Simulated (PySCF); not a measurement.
# How methods differ on the excitation energy of Mo

Mo [Kr] 4d5 5s1 (7S) → Mo [Kr] 4d5 5p1 (7P), as a difference of total energies. Computed with PySCF 2.14 in x2c-QZVPPall, with scalar relativity by spin-free X2C-1e. Correlated levels: valence: [Kr] frozen; valence and next inner shell: [Ar] 3d10 frozen. The calculations carry no spin-orbit coupling.

| method | excitation energy (cm⁻¹) |
| --- | --- |
| UHF | 23194 |
| LDA | 27538 |
| PBE | 26682 |
| PBE0 | 26005 |
| r2SCAN | 27628 |
| BLYP | 26493 |
| PW91 | 26906 |
| MP2 (valence) | 25218 |
| MP2 (valence and next inner shell) | 26761 |
| SCS-MP2 (valence and next inner shell) | 25279 |

Problem. Estimate what SCS-MP2 (valence) gives.

Solution. 23869 cm⁻¹, closest to UHF among the rows shown.

Problem. Estimate what wB97X gives.

Solution. 23881 cm⁻¹, closest to UHF among the rows shown.

A first-order spin-orbit estimate (lowest level to lowest level, LS coupling) adds -0.041 eV.

The basis was made for the ground configuration and has no added diffuse functions, so the excitation energy can come out too high.
